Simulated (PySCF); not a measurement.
A calculated (LDA, PySCF 2.14, aug-cc-pVQZ-X2C, the spin-free X2C one-electron Hamiltonian (Gaussian nucleus)) atom or ion has these occupied shells.

| shell | electrons | orbital energy (eV) | rms radius, mean of both spins (bohr) |
| --- | --- | --- | --- |
| 1s β | 1 | -3510.1 | 0.0938 |
| 1s α | 1 | -3510.1 | 0.0938 |
| 2s α | 1 | -353.36 | 0.422 |
| 2s β | 1 | -353.35 | 0.422 |
| 2p α | 3 | -281.17 | 0.391 |
| 2p β | 3 | -281.17 | 0.391 |
| 3s α | 1 | -36.531 | 1.37 |
| 3s β | 1 | -36.463 | 1.37 |
| 3p α | 3 | -20.172 | 1.57 |
| 3p β | 3 | -20.089 | 1.57 |
| 3d α | 1 | -0.864 | 8.26 |

Question: Name the element and its charge.

Answer: K (potassium, neutral), in [Ar] 3d1, 2D determinant (an excited configuration).
